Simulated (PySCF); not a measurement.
A GIAO shielding run with PySCF (density fitting, non-relativistic, gas phase) on `C#CC(=O)[C@H]([SiH3])CF`, C$_{5}$H$_{7}$FOSi:

```
$ OMP_NUM_THREADS=1 python probes_run.py task.json out

{"job": {"kind": "nmr", "xc": "PBE0", "basis": "pcSseg-1"}, "charge": 0, "multiplicity": 1}
C      3.179335    -0.406001     0.243967
C      2.004472    -0.653551     0.231263
C      0.607692    -1.009831     0.200722
O      0.187388    -2.032530     0.695816
C     -0.245189     0.021941    -0.455626
Si    -0.662730     1.361000     0.880190
C     -1.533752    -0.588738    -0.974478
F     -2.473914     0.389897    -1.208017
H      4.203938    -0.172767     0.253643
H      0.310367     0.509178    -1.259519
H     -1.534583     0.737875     1.870623
H     -1.307400     2.466922     0.182660
H      0.609972     1.773664     1.472604
H     -1.390153    -1.118119    -1.922971
H     -1.959856    -1.270952    -0.232788
```

Hardware: 1 thread of an Arm Neoverse N1, shared host. The job also computes population analyses, field gradients.

(1) How large is the calculation?

(2) How long does it take?

Results:

(1) 68 electrons, 178 basis functions and 944 auxiliary functions.

(2) 52 s of wall time, with 15 SCF cycles and 5 response iterations. Times on a shared host scatter by some tens of per cent.
